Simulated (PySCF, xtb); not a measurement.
(3Z)-4-fluoropenta-1,3-diene (C₅H₇F), SMILES C=C/C=C(/C)F. Other conformers were not sampled.

Harmonic wavenumbers (cm⁻¹) from xtb with GFN2-xTB at its own minimum, in rising order: 109, 129, 168, 208, 350, 404, 465, 561, 661, 848, 865, 887, 952, 1015, 1019, 1024, 1159, 1193, 1256, 1308, 1393, 1412, 1453, 1466, 1667, 1699, 2999, 3016, 3070, 3073, 3093, 3101, 3135.

**Question.** What does PBE0-D3(BJ)/def2-SVP in PySCF give at its own minimum? (The exact figures need the calculation; the answer reports its results.)

**Answer.** 135, 177, 192, 226, 369, 420, 529, 586, 699, 877, 896, 927, 967, 1027, 1040, 1051, 1185, 1228, 1295, 1348, 1410, 1431, 1436, 1459, 1706, 1786, 3054, 3133, 3163, 3191, 3195, 3213, 3269. Paired by order, the mean absolute difference is 46 cm⁻¹ and the zero-point energies are 64.6 and 66.6 kcal/mol.
